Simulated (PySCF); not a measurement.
Spectrum to structure. Method used: TDDFT wB97X-D/def2-SVPD, vertical, gas phase, core orbitals frozen in the response in PySCF. Geometries: PBE0-D3(BJ)/def2-SVP, one conformer each.

| state | λ (nm) | f |
| --- | --- | --- |
| S1 | 344.2 | 0.0000 |
| S2 | 253.3 | 0.013 |
| S3 | 241.6 | 0.337 |
| S4 | 220.7 | 0.198 |
| S5 | 195.5 | 0.139 |
| S6 | 193.3 | 0.0002 |
| S7 | 189.1 | 0.231 |
| S8 | 184.3 | 0.0001 |
| S9 | 181.8 | 0.0000 |
| S10 | 172.4 | 0.0012 |

Question: Which structure fits?
A. `Oc1ccc(C(F)F)cc1`
B. `C=Cc1ccc(O)c2c1C2`
C. `C=CC(=O)c1ccccc1`

Answer: C. Its S1, at 3.60 eV, is the lowest among the candidates; the nearest of the others has S1 at 4.86 eV. S1 is HOMO-2→LUMO (90%). Löwdin shares by element: HOMO carbon 74% or more (atoms not listed hold the other 26%); LUMO carbon 44% or more, oxygen 18% (atoms not listed hold the other 39%). At the same level the other candidates give, for their lowest levels:
- `C=Cc1ccc(O)c2c1C2`: 255 nm (f 0.096); 246 nm (f 0.368); 207 nm (f 0.317); 205 nm (f 0.055); 201 nm (f 0.175); HOMO -7.89, LUMO 0.70 eV
- `Oc1ccc(C(F)F)cc1`: 239 nm (f 0.020); 211 nm (f 0.104); 187 nm (f 0.000); 180 nm (f 0.409); 178 nm (f 0.686); HOMO -8.73, LUMO 1.01 eV

Shape of the structure used: `[CH2:1]=[CH:2][C:3](=[O:4])[c:5]1[cH:6][cH:7][cH:8][cH:9][cH:10]1`: C1–C2–C3–O4 0°, C2–C3–C5–C6 -179°.
